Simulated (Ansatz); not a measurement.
CH7FSiSn, SMILES `F[CH]([SiH3])[SnH3]`, relaxed with RKS PBE-D4/def2-SVP in Ansatz from a rough embedded geometry. The force threshold is 0.03 eV/Å; the program also tests the step.

The species carries charge 0 and has multiplicity 1. Sn: def2 effective core potential.

Start:

```xyz
11

F     0.861   -1.762    0.042
C    -0.090   -0.868   -0.196
Si   -0.706   -0.243    1.422
Sn    0.687    0.783   -1.317
H    -0.932   -1.312   -0.785
H    -1.322   -1.342    2.209
H    -1.781    0.814    1.194
H     0.339    0.382    2.189
H     2.061    1.445   -0.359
H    -0.478    1.963   -1.574
H     1.361    0.140   -2.826
```

Problem. By how much does the energy fall, and how many steps does the optimiser take? (Estimate.)

Solution. Ansatz gave: 0.34 eV, in 6 steps.

Problem. Which bonds change most? (Best estimate.)

Solution. Computed: F1–C2 from 1.326 to 1.407 Å; Sn4–H9 from 1.802 to 1.726 Å; C2–Sn4 from 2.141 to 2.211 Å; C2–Si3 from 1.841 to 1.905 Å.

Problem. Give the relaxed structure. (Estimate.)

Solution. Ansatz gave: 
```xyz
11

F     0.868   -1.805   -0.010
C    -0.123   -0.822   -0.183
Si   -0.774   -0.261    1.517
Sn    0.775    0.810   -1.376
H    -0.950   -1.253   -0.795
H    -1.325   -1.427    2.293
H    -1.862    0.754    1.286
H     0.339    0.369    2.305
H     2.063    1.500   -0.458
H    -0.407    2.017   -1.747
H     1.397    0.117   -2.831
```
